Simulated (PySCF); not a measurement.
Exercise with solution: refractive index and permittivity of the vapour

C₂H₅AlF₂, SMILES C[CH2][Al]([F])[F].

Geometry: B3LYP-D3(BJ)/def2-SVP. The structure was generated by enumeration; whether it is a known compound was not checked. The values are those of a single conformer.

CAM-B3LYP/def2-TZVP run with PySCF gives a mean static polarisability of 45.0 bohr³ and a dipole moment of 2.43 D. Take an ideal gas at 298.15 K and 0.01 bar, whether or not the substance is that volatile.

Work out n − 1 in the optical limit and the static ε − 1.


Polarisability volume α' = 45.0 × 0.148185 = 6.67 Å³. Number density N = p/kT = 2.43e-7 Å⁻³.
Dilute limit of Lorentz–Lorenz: n − 1 = 2π N α' = 1.0e-5.
Orientation term of Debye: μ²/(3kT) = 8.098 Å³ × μ²(D²) = 47.82 Å³.
ε − 1 = 4π N (α' + μ²/3kT) = 0.00017. Orientation of the dipole supplies 88 % of the static response; it can't follow optical fields. Vibrational polarisation and dispersion are left out.
